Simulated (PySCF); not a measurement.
AlH3S3, SMILES [SH][Al]([SH])[SH]. Atoms are numbered in the order given.

```xyz
7

Al     0.0004     0.0076    -0.0040
S      2.0647     0.4292    -0.5856
H      2.5705    -0.5976     0.1386
S     -0.3919    -1.4180     1.6154
H     -1.7201    -1.5042     1.3680
S     -1.5669     1.0676    -1.1061
H     -2.5489     0.7412    -0.2330
```

Geometry: B3LYP-D3(BJ)/def2-SVP. The values are those of a single conformer.

The numbers are results of C-PCM-PBE0/def2-SVP in PySCF, not measurements.

The values are the electrostatic part of the solvation free energy, E(continuum) − E(gas) at the gas-phase geometry, in a cavity of scaled van der Waals radii (PySCF's table); cavitation and dispersion terms are not included. A continuum can't describe solvent molecules that bind to the metal. In vacuum the orbital gap is 7.01 eV. The dipole moment in vacuum is 1.88 D.

Estimate the values in water (ε = 78.36), 2-propanol (ε = 19.26), N,N-dimethylformamide (ε = 37.22). (The exact figures need the calculation; the answer reports its results.)


```
solvent                    ε  ΔG(elec) (kcal/mol)  dipole (D)  gap (eV)
---------------------  -----  -------------------  ----------  --------
water                  78.36                 -8.3        2.71      7.27
2-propanol             19.26                 -7.9        2.66      7.26
N,N-dimethylformamide  37.22                 -8.1        2.69      7.27
```
